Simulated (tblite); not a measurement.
Parent: `[CH2:1]=[CH:2]/[C:3]([CH3:4])=[N:5]\[CH2:6][SiH3:7]` with C1–C2–C3–C4 7°, C3–N5–C6–Si7 88°, C5H11NSi.

The geometries are computed with GFN2-xTB (gas phase). One conformer each, not checked by frequencies here.

```json
{"coordinate of the parent": "C1=C2", "value": "1.328 Å"}
{"coordinate of the parent": "C2–C3", "value": "1.464 Å"}
{"coordinate of the parent": "C3–C4", "value": "1.502 Å"}
{"coordinate of the parent": "C3=N5", "value": "1.271 Å"}
{"coordinate of the parent": "N5–C6", "value": "1.417 Å"}
{"coordinate of the parent": "C6–Si7", "value": "1.917 Å"}
{"coordinate of the parent": "C1–C2–C3", "value": "125.4°"}
{"coordinate of the parent": "C2–C3–C4", "value": "118.0°"}
{"coordinate of the parent": "C2–C3–N5", "value": "126.1°"}
{"coordinate of the parent": "C4–C3–N5", "value": "116.0°"}
{"coordinate of the parent": "C3–N5–C6", "value": "125.4°"}
{"coordinate of the parent": "N5–C6–Si7", "value": "109.2°"}
```

**Question.** How does the shared frame change in `[CH2:1]=[CH:2]/[C:3]([CH3:4])=[N:5]\[C@@H:6]([SiH3:7])[CH2:8][CH3:9]` with C1–C2–C3–C4 5°, C3–N5–C6–Si7 90°, N5–C6–C8–C9 67°, C7H15NSi? Atoms pair as C1 = C1, C2 = C2, C3 = C3, C4 = C4, N5 = N5, C6 = C6, Si7 = Si7 (parent first).

**Answer.** 
```tsv
parent	relative	value in the relative	change
C1=C2	C1=C2	1.329 Å	+0.001
C2–C3	C2–C3	1.464 Å	0.000
C3–C4	C3–C4	1.503 Å	+0.001
C3=N5	C3=N5	1.271 Å	0.000
N5–C6	N5–C6	1.419 Å	+0.002
C6–Si7	C6–Si7	1.923 Å	+0.006
C1–C2–C3	C1–C2–C3	125.3°	-0.1
C2–C3–C4	C2–C3–C4	117.8°	-0.2
C2–C3–N5	C2–C3–N5	126.2°	+0.1
C4–C3–N5	C4–C3–N5	116.0°	0.0
C3–N5–C6	C3–N5–C6	126.3°	+0.9
N5–C6–Si7	N5–C6–Si7	106.3°	-2.9
```

Of the parent's bonds, C6–Si7 changes most (+0.006 Å). Bonds of the relative outside the shared frame: C6–C8 1.532, C8–C9 1.525 Å. Point group C1 → C1.

**Question.** How does the shared frame change in `[CH2:1]=[CH:2]/[C:3]([CH3:4])=[N:5]/[C@H:6]([CH3:7])[SiH3:8]` with C1–C2–C3–C4 -2°, C3–N5–C6–C7 -150°, C6H13NSi? Atoms pair as C1 = C1, C2 = C2, C3 = C3, C4 = C4, N5 = N5, C6 = C6, Si7 = Si8 (parent first).

**Answer.** 
```csv
parent,relative,value in the relative,change
C1=C2,C1=C2,1.328 Å,0.000
C2–C3,C2–C3,1.460 Å,-0.004
C3–C4,C3–C4,1.508 Å,+0.006
C3=N5,C3=N5,1.270 Å,-0.001
N5–C6,N5–C6,1.417 Å,0.000
C6–Si7,C6–Si8,1.924 Å,+0.007
C1–C2–C3,C1–C2–C3,126.2°,+0.8
C2–C3–C4,C2–C3–C4,117.7°,-0.3
C2–C3–N5,C2–C3–N5,115.0°,-11.1
C4–C3–N5,C4–C3–N5,127.2°,+11.2
C3–N5–C6,C3–N5–C6,126.2°,+0.8
N5–C6–Si7,N5–C6–Si8,106.4°,-2.8
```

Of the parent's bonds, C3–C4 and C6–Si7 change most and about equally (+0.006 to +0.007 Å). Bonds of the relative outside the shared frame: C6–C7 1.528 Å. Point group C1 → C1.

**Question.** How does the shared frame change in `[CH2:1]=[CH:2]/[C:3]([CH3:4])=[N:5]/[C@H:6]([SiH3:7])[O:8][SiH3:9]` with C1–C2–C3–C4 7°, C3–N5–C6–Si7 93°, N5–C6–O8–Si9 -80°, C5H13NOSi2? Atoms pair as C1 = C1, C2 = C2, C3 = C3, C4 = C4, N5 = N5, C6 = C6, Si7 = Si7 (parent first).

**Answer.** 
| parent | relative | value in the relative | change |
| --- | --- | --- | --- |
| C1=C2 | C1=C2 | 1.328 Å | 0.000 |
| C2–C3 | C2–C3 | 1.461 Å | -0.003 |
| C3–C4 | C3–C4 | 1.504 Å | +0.002 |
| C3=N5 | C3=N5 | 1.274 Å | +0.003 |
| N5–C6 | N5–C6 | 1.388 Å | -0.029 |
| C6–Si7 | C6–Si7 | 1.929 Å | +0.012 |
| C1–C2–C3 | C1–C2–C3 | 126.0° | +0.6 |
| C2–C3–C4 | C2–C3–C4 | 117.8° | -0.2 |
| C2–C3–N5 | C2–C3–N5 | 114.4° | -11.7 |
| C4–C3–N5 | C4–C3–N5 | 127.8° | +11.8 |
| C3–N5–C6 | C3–N5–C6 | 129.8° | +4.4 |
| N5–C6–Si7 | N5–C6–Si7 | 108.2° | -1.0 |

Of the parent's bonds, N5–C6 changes most (-0.029 Å). Bonds of the relative outside the shared frame: C6–O8 1.421, O8–Si9 1.620 Å. Point group C1 → C1.
